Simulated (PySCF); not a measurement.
**Electron correlation in O(2+) (oxygen, charge +2)**

[He] 2s2 2p2, high-spin 3P determinant. All numbers are calculated (PySCF 2.14, the non-relativistic Hamiltonian (point nucleus), in aug-cc-pVTZ (5s4p3d2f, 46 functions)). Frozen: 1s2; 4 electrons correlated.

| level | correlation energy (mhartree) |
| --- | --- |
| CCSD | -96.81 |
| (T) | -1.32 |
| CCSD(T) | -98.13 |

Diagnostics: T1 = 0.0047, D1 = 0.0097, largest double amplitude 0.122.

Cost of the coupled-cluster step: of the order of 1.2 core-seconds, for 4 correlated electrons.
